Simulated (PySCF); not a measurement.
FH3N2SW, SMILES [NH]=[W]([NH2])([F])=[S], multiplicity 1. Geometry: PBE-D3(BJ)/def2-SVP. The spin state was assumed, not searched. The structure was generated by enumeration; whether it is a known compound was not checked. The def2 effective core potentials stand for the cores of W; spin–orbit coupling is left out. One conformer was computed; it need not be the lowest.

Give the equilibrium geometry at PBE-D3(BJ)/def2-SVP (PySCF confirms it by a frequency run) as bond lengths and angles. (An estimate is asked for; the answer gives what the named calculation found.)

One answer among several that fit: 
Atoms: W1 N2 H3 S4 F5 N6 H7 H8. Bonded distances (Å): W1–N2 1.759, W1–S4 2.161, W1–F5 1.892, W1–N6 1.941, N2–H3 1.025, N6–H7 1.024, N6–H8 1.026. Angles (°): N2–W1–S4 111.0, N2–W1–F5 109.6, N2–W1–N6 104.2, S4–W1–F5 110.6, S4–W1–N6 108.3, F5–W1–N6 113.0, W1–N2–H3 153.4, W1–N6–H7 124.5, W1–N6–H8 123.2, H7–N6–H8 111.2.
